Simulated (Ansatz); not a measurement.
`CC(C)B(O)O` + `COB(O)Cl` → `COB(O)C(C)C` + `OB(O)Cl`  (redistribution)

Program: Ansatz. Geometries: PBE0-D4/def2-TZVP. ΔE: electronic, gas phase. CBS: MP2 limit from def2 TZ/QZ plus the TZ coupled-cluster correction, frozen cores. This one scheme is used for every species. Each species was taken in one conformer, which may not be the lowest.

| species | CCSD(T)/CBS(def2) energy (Eh) |
| --- | --- |
| `CC(C)B(O)O` | -294.84823 |
| `COB(O)Cl` | -675.52166 |
| `COB(O)C(C)C` | -334.08688 |
| `OB(O)Cl` | -636.28129 |

Problem. Work out ΔE.

Solution. ΔE = (-334.08688) + (-636.28129) − (-294.84823) − (-675.52166) = 0.00172 Eh = +4.5 kJ/mol.

Largest T1 diagnostic among the species: 0.012.
